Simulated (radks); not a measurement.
Question: Isoelectronic series with 2 electrons, each ion in its NIST ground configuration. All-electron calculation, scalar-relativistic Kohn-Sham, SCAN, spin-polarised, spherical densities, finite nucleus; meta-GGA in the generalised Kohn-Sham scheme; Fermi nuclear charge, rms radius of each element as measured or else 0.836 A^(1/3) + 0.57 fm. Program: a radial shooting solver on a logarithmic mesh with Libxc functionals. Total energies (hartree) and orbital eigenvalues (eV):

ion    configuration  E (hartree)         1s
B3+             [He]    -22.04023  -234.4063
O6+             [He]    -59.20850  -697.6040
Cl15+           [He]   -279.60316  -3567.872
Fe24+           [He]   -665.91249  -8693.222
Cu27+           [He]   -832.39644  -10914.05
Br33+           [He]  -1223.45098  -16144.55
Sr36+           [He]  -1448.65239  -19162.69
Nb39+           [He]  -1694.12211  -22455.93
Ru42+           [He]  -1960.27792  -26029.90

Estimate the row of Ca18+ ([He]).

Answer: E (hartree) -389.72698; 1s -5022.953.
